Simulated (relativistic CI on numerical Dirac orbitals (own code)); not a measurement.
## What each ingredient does to the levels of Mo VII

Base calculation: Dirac-Coulomb-Breit CI, separate exchange-only KLI orbitals for each configuration, a model potential for QED, unscaled Slater integrals.

Configurations in the expansion (outside the closed core [Ar] 3d10): 4s2 4p6, 4s2 4p5 4d, 4s 4p6 4d, 4s2 4p5 4f, 4s2 4p5 5s, 4s 4p6 4f, 4s2 4p5 5p, 4s2 4p5 5d, 4s2 4p5 6s, 4s2 4p5 6p, 4s 4p6 5s, 4s2 4p5 5f, 4s2 4p5 5g, 4s2 4p5 6d, 4s2 4p5 7s, 4s2 4p5 7p, 4s 4p6 5p, 4s2 4p5 6f, 4s 4p6 5d, 4s 4p6 6s, 4s 4p6 6p, 4s 4p6 5f, 4s 4p6 5g, 4s 4p6 6d, 4s 4p6 7s, 4p6 4d2, 4p5 4d3, 4p5 4d2 4f, 4p5 4d2 5s, 4p5 4d2 5p, 4p6 4f2, 4p5 4d 4f2, 4p5 4f3, 4p5 4f2 5s, 4p5 4f2 5p. Double excitations out of closed p, d and f shells are left out; levels of such configurations are missing from the list, as are those of other unlisted configurations, and high levels can miss mixing partners. These lack a partner that the ground configuration has and come out too high: 4s2 4p5 5d, 4s2 4p5 6s, 4s2 4p5 6p, 4s2 4p5 5f, 4s2 4p5 5g.

Variants: (1) QED terms removed; (2) non-relativistic limit. Shifts of the energy above 4s2 4p6 1S_0, in cm⁻¹, for the lowest level and the first level of each name with at least 55 % of one term (blank where a level changes its place among those of its configuration and J or its character, or is not in the variant):

```
           Level    Base  Δ(1)    Δ(2)  Measured
    4s2 4p6 1S_0       0     0       0         0
4s2 4p5 4d 3P°_0  298681   +24   -1182          
4s2 4p5 4d 3P°_1  302022   +18   -4524    305563
4s2 4p5 4d 3P°_2  308820    +7  -11322          
4s2 4p5 4d 3F°_4  311061   +16   -4135          
4s2 4p5 4d 3F°_3  314509   +19   -7583          
4s2 4p5 4d 3F°_2  320422   +12  -13496          
4s2 4p5 4d 3D°_3  333966   +15   -4468          
4s2 4p5 4d 3D°_1  342489     0  -12991    341711
4s2 4p5 4d 3D°_2  348080   -20  -18583          
4s2 4p5 4d 1F°_3  350808   -23  -19382          
4s2 4p5 4d 1P°_1  435826     0   -9845    417538
4s2 4p5 5s 3P°_2  475549  -171  +10393          
4s2 4p5 5s 3P°_0  498546  -217  -12604
```

At this charge configurations can still be misplaced by up to about 7 % of their energy. 12 of the 18 excited levels that our extract of the measured tables holds in this range could be paired (the sources list more); they are missed by 12556 cm⁻¹ on average and 49519 at most, and levels without a partner can miss by more.

Measured levels: Sugar and Musgrove, J. Phys. Chem. Ref. Data 17, 155 (1988).

Ionisation energy from the two ground configurations alone: base 124.439 eV. The NIST ASD value (semi-empirical) is 125.638 eV.

LS names give the leading component of a level, which can be under half, so a name can repeat, a term be missing and a line seem to break the LS rules.
